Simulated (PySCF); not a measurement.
# Ionisation energy of Pb²⁺ by level of theory

Pb²⁺ [Xe] 4f14 5d10 6s2 (1S) → Pb³⁺ [Xe] 4f14 5d10 6s1 (2S), as a difference of total energies. All numbers are calculated (PySCF 2.14, scalar relativity by spin-free X2C-1e, in x2c-TZVPPall). Correlated levels: valence and next inner shell: [Kr] 4d10 4f14 frozen. The calculations carry no spin-orbit coupling.

Task: Order these methods by the ionisation energy they give, lowest first.
A. CCSD (valence and next inner shell)
B. SCS-MP2 (valence and next inner shell)
C. MP2 (valence and next inner shell)
D. UHF

Result: D (29.828 eV), A (31.577 eV), B (31.771 eV), C (31.900 eV).

Errors of the correlated levels include the incompleteness of this basis and the frozen core.

For comparison: 31.937 eV (measured; NIST Atomic Spectra Database, ionization energies).
